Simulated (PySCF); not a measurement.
Isomers of C9H11F, mass 138.084 u with the commonest isotopes. Method: PBE0/pcSseg-1 in PySCF (dipole) on a GFN2-xTB geometry, gas phase. One conformer each, none proved a minimum here; rigid rotors.

Task: Order these by rotational constant C, largest first.
A. `[CH3:1][C:2]1=[C:3]([F:4])[C:5]/1=[CH:6]\[CH:7]1[CH2:8][CH2:9][CH2:10]1` with C5–C6–C7–C8 -126°, C2–C3–C5–C6 179°, C6–C7–C8–C9 -131°, C7–C8–C9–C10 12°, C8–C9–C10–C7 -12°
B. `[CH3:1][CH2:2][c:3]1[cH:4][cH:5][c:6]([F:7])[cH:8][c:9]1[CH3:10]` with C1–C2–C3–C4 88°
C. `[CH:1]#[C:2][CH2:3][C@:4]1([CH:5]=[CH2:6])[CH2:7][C@H:8]([F:9])[CH2:10]1` with C2–C3–C4–C5 -179°, C3–C4–C5–C6 -83°, C3–C4–C7–C8 -128°, C4–C7–C8–F9 128°, C7–C8–C10–C4 -11°, C3–C4–C10–C8 128°
D. `[CH3:1][C:2]([CH3:3])([F:4])[c:5]1[cH:6][cH:7][cH:8][cH:9][cH:10]1` with C1–C2–C5–C6 117°
E. `[CH3:1][CH2:2][C@H:3]([F:4])[c:5]1[cH:6][cH:7][cH:8][cH:9][cH:10]1` with C1–C2–C3–F4 66°, C2–C3–C5–C6 -75° (PhCHFCH2CH3)

Result: E (851.3 MHz), D (826.9 MHz), C (805.0 MHz), B (712.0 MHz), A (527.4 MHz).

Task: Order these by radius of gyration √(Σ m r²/M), largest first.
A. `[CH3:1][C:2]([CH3:3])([F:4])[c:5]1[cH:6][cH:7][cH:8][cH:9][cH:10]1` with C1–C2–C5–C6 117°
B. `[CH3:1][C:2]1=[C:3]([F:4])[C:5]/1=[CH:6]\[CH:7]1[CH2:8][CH2:9][CH2:10]1` with C5–C6–C7–C8 -126°, C2–C3–C5–C6 179°, C6–C7–C8–C9 -131°, C7–C8–C9–C10 12°, C8–C9–C10–C7 -12°
C. `[CH:1]#[C:2][CH2:3][C@:4]1([CH:5]=[CH2:6])[CH2:7][C@H:8]([F:9])[CH2:10]1` with C2–C3–C4–C5 -179°, C3–C4–C5–C6 -83°, C3–C4–C7–C8 -128°, C4–C7–C8–F9 128°, C7–C8–C10–C4 -11°, C3–C4–C10–C8 128°
D. `[CH3:1][CH2:2][c:3]1[cH:4][cH:5][c:6]([F:7])[cH:8][c:9]1[CH3:10]` with C1–C2–C3–C4 88°

Result: B (2.691 Å), D (2.307 Å), C (2.221 Å), A (2.196 Å).

Task: Order these by dipole moment, largest first.
A. `[CH3:1][CH2:2][c:3]1[cH:4][cH:5][c:6]([F:7])[cH:8][c:9]1[CH3:10]` with C1–C2–C3–C4 88°
B. `[CH:1]#[C:2][CH2:3][C@:4]1([CH:5]=[CH2:6])[CH2:7][C@H:8]([F:9])[CH2:10]1` with C2–C3–C4–C5 -179°, C3–C4–C5–C6 -83°, C3–C4–C7–C8 -128°, C4–C7–C8–F9 128°, C7–C8–C10–C4 -11°, C3–C4–C10–C8 128°
C. `[CH3:1][CH2:2][C@H:3]([F:4])[c:5]1[cH:6][cH:7][cH:8][cH:9][cH:10]1` with C1–C2–C3–F4 66°, C2–C3–C5–C6 -75° (PhCHFCH2CH3)

Result: A (2.25 D), B (2.03 D), C (1.68 D).

| SMILES | point group | Ia (u·Å²) | Ib (u·Å²) | Ic (u·Å²) | κ | μa (D) | μb (D) | μc (D) |
| --- | --- | --- | --- | --- | --- | --- | --- | --- |
| C#CC[C@]1(C=C)C[C@H](F)C1 | C1 | 317.98 | 416.29 | 627.77 | 0.04 | 1.98 | 0.38 | 0.29 |
| CCc1ccc(F)cc1C | C1 | 203.51 | 555.99 | 709.81 | -0.78 | 2.23 | 0.18 | 0.20 |
| CC[C@H](F)c1ccccc1 | C1 | 206.51 | 556.67 | 593.67 | -0.93 | 0.56 | 1.55 | 0.28 |
| CC1=C(F)C/1=C\C1CCC1 | near Cs | 181.10 | 859.89 | 958.18 | -0.95 | 2.00 | 1.23 | 0.04 |
| CC(C)(F)c1ccccc1 | Cs | 191.07 | 529.19 | 611.20 | -0.86 | 0.40 | 1.61 | 0.00 |
